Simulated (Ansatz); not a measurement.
`O=C=[N][Al]([Cl])[Cl]` + HBr → `[Cl][Al]([Cl])[Br]` + `N=C=O` at 700 K and 1 bar (ligand exchange at the Al–N bond).

Isolated molecules relaxed with PBE0-D4/def2-TZVP in Ansatz; ΔE leaves out vibrations. CCSD(T)/CBS adds triple-zeta CCSD(T) − MP2 to the extrapolated MP2 energy (def2 sets, frozen cores). This one scheme is used for every species. For Br outer-core shells are correlated without core-valence functions, which leaves a few kJ/mol of doubt a bond. Scalar relativity is left out up to krypton. One conformer a species, not always the lowest.

```
                species  CCSD(T)/CBS energy (Eh)  H − E (kJ/mol)  S (J/(mol·K))
`O=C=[N][Al]([Cl])[Cl]`              -1329.69600           109.9          462.2
                    HBr              -2573.91920            36.5          223.7
   `[Cl][Al]([Cl])[Br]`              -3735.10209            60.0          400.6
                `N=C=O`               -168.51995            89.3          283.6
```

H − E and S are ideal-gas, rigid-rotor, harmonic terms from PBE0-D4/def2-TZVP, for one conformer and one mirror image of each species. 1 Eh = 2625.50 kJ/mol, R = 8.31446 J/(mol·K).

Problem. By hand: ΔE, ΔH, ΔS and ΔG.

Solution. ΔE = (-3735.10209) + (-168.51995) − (-1329.69600) − (-2573.91920) = -0.00684 Eh = -18.0 kJ/mol. Δ(H − E) = 60.0 + 89.3 − 109.9 − 36.5 = 2.9, so ΔH = -15.1 kJ/mol. ΔS = 400.6 + 283.6 − 462.2 − 223.7 = -1.7 J/(mol·K). ΔG = -15.1 − 700 × (-1.7)/1000 = -13.9 kJ/mol.

Problem. By hand: the equilibrium constant, and the temperature at which ΔG would vanish if ΔH and ΔS stayed fixed.

Solution. log₁₀ K = −ΔG/(RT ln 10) = 1.0. ΔG = 0 at ΔH/ΔS = 8882 K, far beyond where these terms or the molecules hold.

The number of gas molecules stays the same, so ΔS is small and ΔH decides. A doubt of 5 kJ/mol in ΔE shifts log₁₀ K by 0.4 here. Other conformers and mirror images would add mixing entropy, several J/(mol·K) or more a flexible species. Modes under 60 cm⁻¹, often nearly free rotors, make the harmonic entropy too high. These are equilibria of isolated gas molecules and say nothing of rates. Largest T1 diagnostic: 0.018 (customary marks: 0.02 for closed shells, 0.045 for open ones).
